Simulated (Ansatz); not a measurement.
`O[SiH](F)[Si](O)(O)O` and `O[Si](O)(O)S` differ in one atom or group.

Ansatz, PBE0-D4/def2-TZVP geometries, multiplicity 1. Each molecule was computed in one conformer, which needn't be the lowest.

```csv
property,`O[SiH](F)[Si](O)(O)O`
HOMO–LUMO gap (PBE/def2-TZVPP) / eV,5.67
HOMO energy (ωB97M-V/def2-TZVPP) / eV,-10.10
HOMO energy (B3LYP/def2-TZVPP) / eV,-7.80
LUMO energy (PBE/def2-TZVPP) / eV,-0.96
LUMO energy (PBE0/def2-TZVPP) / eV,-0.11
HOMO–LUMO gap (B3LYP/def2-TZVPP) / eV,7.43
```

Problem. What does the change do to each property? (Estimate.)

Solution. Ansatz gave: 
```
                             property  `O[Si](O)(O)S`  shift
  HOMO–LUMO gap (PBE/def2-TZVPP) / eV            5.74   0.07
HOMO energy (ωB97M-V/def2-TZVPP) / eV           -9.81   0.29
  HOMO energy (B3LYP/def2-TZVPP) / eV           -7.32   0.48
    LUMO energy (PBE/def2-TZVPP) / eV           -0.55   0.41
   LUMO energy (PBE0/def2-TZVPP) / eV            0.34   0.45
HOMO–LUMO gap (B3LYP/def2-TZVPP) / eV            7.29  -0.14
```

With PBE0 the HOMO rises by 0.40 eV and the LUMO rises by 0.45 eV, so the gap widens by about 0.05 eV. PBE moves the HOMO by 0.34 eV and ωB97M-V by 0.29 eV.

B3LYP here is the variant with VWN-RPA as its local correlation; programs differ in this.
